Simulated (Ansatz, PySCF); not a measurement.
System: SOF₂, net charge 0, singlet state. SMILES: O=S(F)F
Coordinates optimised at B3LYP-D3(BJ)/def2-TZVP (Ansatz, a program for electronic structure):
```xyz
4

O      1.3619    -0.1486    -0.3569
S      0.1670    -0.0077     0.4048
F     -0.6344     1.2320    -0.2285
F     -0.8731    -1.0862    -0.1739
```
Charge 0, spin multiplicity 1.

Quantity: atomisation energy, in kcal/mol. Conventions: open shells spin-unrestricted; LANL2DZ with its own core potentials from Na on; non-relativistic; atomisation electronic, to ground-state atoms; 6-311+G** with 5d, 6d on Na to Ar in Ansatz; dispersion terms only where a functional's name holds one; spin-orbit terms left out; valence correlation only; 6-31G* and kin with 6d, 5d where marked. CBS marks a two-point X^-3 extrapolation of the correlation energy; Hartree-Fock from the larger set. The bracket is a focal-point correction in the basis named. First-principles rows: single points at B3LYP-D3(BJ) geometries (Ansatz).

Coupled cluster (Ansatz) is a level with limits of its own, used here on species with T1 under 0.025 (0.045 for open shells) and stable references: RI-MP2/CBS(aug-cc-pV(T+d)Z,aug-cc-pV(Q+d)Z)+[CCSD(T)-MP2]/aug-cc-pV(T+d)Z.

Value to compare with, RI-MP2/CBS(aug-cc-pV(T+d)Z,aug-cc-pV(Q+d)Z)+[CCSD(T)-MP2]/aug-cc-pV(T+d)Z (Ansatz): 308.4 kcal/mol.

| level | program | atomisation energy (kcal/mol) | difference |
|---|---|---|---|
| PBE/3-21G | Ansatz | 220.2 | -88.2 |
| PBE/def2-SVP | Ansatz | 310.9 | 2.5 |
| B3LYP/LANL2DZ | Ansatz | 134.6 | -173.8 |
| B3LYP/6-31G* | Ansatz | 280.0 | -28.4 |
| M06-2X/6-311+G** | PySCF | 263.3 | -45.1 |
| MP2/STO-3G | Ansatz | 36.9 | -271.5 |
| MP2/LANL2DZ | Ansatz | 105.7 | -202.7 |
| PBE/def2-TZVPD | Ansatz | 332.9 | 24.5 |

Among the 7 habitual levels, MP2/STO-3G lies farthest from RI-MP2/CBS(aug-cc-pV(T+d)Z,aug-cc-pV(Q+d)Z)+[CCSD(T)-MP2]/aug-cc-pV(T+d)Z (Ansatz) (-271.5 kcal/mol) and PBE/def2-SVP nearest (2.5); 1 of 7 lie above it, and their mean absolute difference is 116.0 kcal/mol, the median 88.2. One case shows no general order.

The levels are drawn from those run, B3LYP/6-31G* more often than the rest, none by its result; runs whose electronic state is in doubt are left out.
